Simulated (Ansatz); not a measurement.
Relaxation of a periodic cell of 17 atoms, Ba (host Ba, host structure bcc, interstitial Ba), to a largest force component of 0.03 eV/Å in at most 60 steps.

Method: DFT PBEsol, scalar-relativistic, plane waves, PAW (Ansatz 0.2.0). Settings: cutoff 420 eV, k mesh 2x2x2, gaussian smearing 0.05 eV, no spin polarisation.

```xyz
17
Lattice="10.0400 0.0000 0.0000 0.0000 10.0400 0.0000 0.0000 0.0000 10.0400" Properties=species:S:1:pos:R:3:forces:R:3
Ba 0.000 0.000 0.000 0.00 0.05 0.10
Ba 5.020 0.000 0.000 0.01 -1.15 -2.30
Ba 0.000 5.020 0.000 0.00 0.00 -0.02
Ba 0.000 0.000 5.020 0.00 0.05 -0.10
Ba 2.510 2.510 2.510 -2.27 1.20 -0.02
Ba 5.020 5.020 0.000 0.00 -0.09 0.08
Ba 5.020 0.000 5.020 0.01 -1.35 2.69
Ba 7.530 2.510 2.510 2.13 1.13 -0.02
Ba 0.000 5.020 5.020 0.00 0.00 0.02
Ba 2.510 7.530 2.510 0.08 0.08 0.00
Ba 2.510 2.510 7.530 0.10 -0.04 -0.01
Ba 5.020 5.020 5.020 0.00 -0.09 -0.08
Ba 7.530 7.530 2.510 -0.07 0.08 0.00
Ba 7.530 2.510 7.530 -0.09 -0.04 -0.01
Ba 2.510 7.530 7.530 -0.03 0.00 0.00
Ba 7.530 7.530 7.530 0.03 -0.01 0.00
Ba 5.011 1.220 2.532 0.12 0.16 -0.34
```

Problem. Where does it end, and by what steps?

Solution. The forces met the threshold. Limits of this set-up: coarse k mesh, a small cell, in which the defect meets its images, a typed lattice constant that wasn't relaxed here. After 4 steps the energy has fallen by 2.219 eV; Ba7 moved furthest, 0.57 Å.

```
step  energy less start (eV)  largest force component (eV/Å)  accepted
   0                  0.0000                           2.689       yes
   1                 -1.3559                           1.162       yes
   2                 -1.9828                           0.528       yes
   3                 -2.2069                           0.117       yes
   4                 -2.2187                           0.010       yes
```

```xyz
17
Lattice="10.0400 0.0000 0.0000 0.0000 10.0400 0.0000 0.0000 0.0000 10.0400" Properties=species:S:1:pos:R:3
Ba 0.000 0.051 0.008
Ba 5.020 -0.334 -0.457
Ba 0.000 5.149 -0.106
Ba 0.000 0.049 5.014
Ba 2.049 2.842 2.510
Ba 5.020 4.909 0.044
Ba 5.020 -0.333 5.485
Ba 7.988 2.842 2.510
Ba 0.000 5.149 5.126
Ba 2.551 7.636 2.511
Ba 2.517 2.455 7.529
Ba 5.020 4.913 4.979
Ba 7.487 7.637 2.511
Ba 7.522 2.455 7.529
Ba 2.408 7.393 7.531
Ba 7.631 7.393 7.531
Ba 5.018 1.253 2.517
```

Whether the end is a true minimum wasn't checked by a vibrational analysis.

Time of the run: 37 s on 4 threads of INTEL(R) XEON(R) PLATINUM 8581C CPU @ 2.10GHz (Emerald Rapids), with other jobs on the host, peak memory 2.8 GiB.
